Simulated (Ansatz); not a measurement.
Basis sets compared for B8H14. The state is a singlet with charge 0. Geometry r2SCAN-D4/def2-SVP. Ansatz on 4 threads of Arm Neoverse V1 on a shared host; times are rough, and most runs start from earlier orbitals.

Cartesian coordinates in Å:
```
B -0.9890 -1.1181 -0.7758
B -1.3787 -0.5031 0.7678
B 0.1526 0.3569 1.2663
B 0.7605 -1.0456 -0.7896
B -0.0858 -1.2946 -2.2981
B 1.3168 0.3844 -0.0384
B -1.2319 1.2326 0.5052
B 1.5284 1.3887 1.4284
H 1.2262 -1.1594 -2.0230
H -1.5879 2.1101 1.2585
H -1.9514 -1.3553 -1.4677
H 1.4584 2.5748 1.2360
H -0.2035 -2.4076 -2.7538
H 2.2245 1.0167 -0.5197
H -2.0022 -1.0929 1.6154
H 0.1808 -0.7721 1.7239
H 1.1716 -2.0263 -0.1957
H 0.5037 1.0992 2.2931
H -0.3919 -0.3527 -2.9944
H -0.9320 1.5639 -0.6289
H 2.5223 0.9202 1.9407
H -2.2915 0.4804 0.4497
```

Another isomer (singlet) lies 2.89 eV lower at PBE0-D4/def2-TZVP; other spin states weren't run for this one.

Binding counts from free atoms (B doublet, H doublet) in the same basis, without a counterpoise term.

```
           level  functions  energy (Eh)  HOMO (eV)  LUMO (eV)  binding per atom (eV)  wall time
 PBE-D4/def2-SVP        182    -206.6249      -7.16      -2.99                   3.70      2.6 s
PBE0-D4/def2-SVP        182    -206.6979      -8.42      -2.05                   3.69      3.6 s
```

(1) Estimate the rows for PBE-D4/def2-TZVP (with forces), PBE0-D4/def2-TZVP.

## Answers

(1) 
```tsv
level	functions	energy (Eh)	HOMO (eV)	LUMO (eV)	binding per atom (eV)	wall time
PBE-D4/def2-TZVP (with forces)	332	-206.8450	-7.25	-3.09	3.67	6.5 s
PBE0-D4/def2-TZVP	332	-206.9094	-8.46	-2.13	3.65	8 s
```
